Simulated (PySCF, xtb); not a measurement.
System: CH6Ge, singlet: internal rotation, threefold axis kept, other coordinates relaxed. Scanned: torsion (0 = eclipsed). Other coordinates (C-Ge length, H-C-Ge angle, H-Ge-C angle, C-H length, Ge-H length) were minimised at PBE0/def2-TZVP.

CCSD(T) on RHF/cc-pVDZ, 10 core orbitals frozen (PySCF); MP2 on RHF/cc-pVDZ, 10 core orbitals frozen (PySCF); GFN1-xTB (xtb).

Energies in kJ/mol, each method relative to its own lowest point.

```csv
at / °,CCSD(T),MP2,GFN1-xTB
0,5.14,5.44,?
10,4.79,5.07,?
20,3.83,4.06,?
30,2.56,2.71,?
40,1.26,1.34,?
50,0.36,0.37,0.31
60,0.00,0.00,0.00
```

### Question
Fill in the missing entries.

### Answer

- 0, GFN1-xTB: 4.39
- 10, GFN1-xTB: 4.08
- 20, GFN1-xTB: 3.30
- 30, GFN1-xTB: 2.22
- 40, GFN1-xTB: 1.11
